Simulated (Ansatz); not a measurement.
Geometry optimisation, Ansatz, UKS BLYP-D4/def2-SVP.

The input (input.yaml):

```yaml
crystal:
  periodic: [false, false, false]
  atoms:
    - { symbol: W, position_ang: [0.0, 0.0, 0.0] }
    - { symbol: F, position_ang: [0.0, 0.0, 2.1] }
    - { symbol: F, position_ang: [1.85, 0.0, 0.0] }
    - { symbol: H, position_ang: [0.0, 1.72, 0.0] }
    - { symbol: F, position_ang: [-1.85, 0.0, 0.0] }
    - { symbol: F, position_ang: [0.0, -1.85, 0.0] }
    - { symbol: F, position_ang: [0.0, 0.0, -1.85] }
    - { symbol: H, position_ang: [0.0, 0.0, 3.32] }
magnetization:
  spin_polarized: true
  initial_magnetization: 1
basis:
  gaussian: { orbitals: def2-SVP }
hamiltonian:
  xc: blyp
  dispersion: d4
relax:
  f_tol: 0.15
  max_steps: 25
  restrain:
    - { distance: [1, 7], at: 0.92, k: 30.0 }
    - { distance: [0, 1], at: 3.05, k: 30.0 }
output:
  orbitals: {}
```

Run as:

```bash
$ ansatz run input.yaml --threads 4 --pin off --max-ram 5120MiB --backend cpu --events-out ev --progress --plain --runs-dir out
```

**Question.** Where does it end, and by what steps?

**Answer.** The run converged. The restraints hold the end off the free minimum; the threshold counts their pulls, which the force column leaves out. Restrained pairs: F2–H8 (1.22 → 0.94 Å), W1–F2 (2.10 → 3.04 Å). After 18 steps the energy has fallen by 2.035 eV (the restraints' own energy left out); F6 moved furthest, 0.93 Å.

| step | energy less start (eV) | largest force component (eV/Å) | accepted |
| --- | --- | --- | --- |
| 0 | 0.0000 | 3.223 | yes |
| 1 | -0.8988 | 4.324 | yes |
| 2 | -0.5963 | 9.660 | yes |
| 3 | -1.2131 | 2.515 | yes |
| 4 | -1.2944 | 0.871 | yes |
| 5 | -1.3312 | 0.668 | yes |
| 6 | -1.3566 | 0.447 | yes |
| 7 | -1.4003 | 1.492 | yes |
| 8 | -1.5811 | 1.284 | yes |
| 9 | -1.6959 | 0.309 | yes |
| 10 | -1.6932 | 1.656 | no |
| 11 | -1.7405 | 0.413 | yes |
| 12 | -1.8097 | 0.444 | yes |
| 13 | -1.9117 | 1.060 | yes |
| 14 | -1.9610 | 0.938 | yes |
| 15 | -1.9791 | 0.599 | yes |
| 16 | -2.0214 | 0.297 | yes |
| 17 | -2.0135 | 1.049 | no |
| 18 | -2.0347 | 0.364 | yes |

```xyz
8
Properties=species:S:1:pos:R:3
W 0.021 -0.054 -0.326
F 0.016 0.406 2.683
F 1.924 -0.137 -0.322
H -0.120 1.533 0.256
F -1.881 -0.097 -0.160
F -0.004 -1.520 0.864
F 0.080 0.267 -2.145
H -0.037 -0.528 2.719
```

Time of the run: 72 s on 4 threads of Arm Neoverse V1 (shared host), peak memory 0.27 GiB.
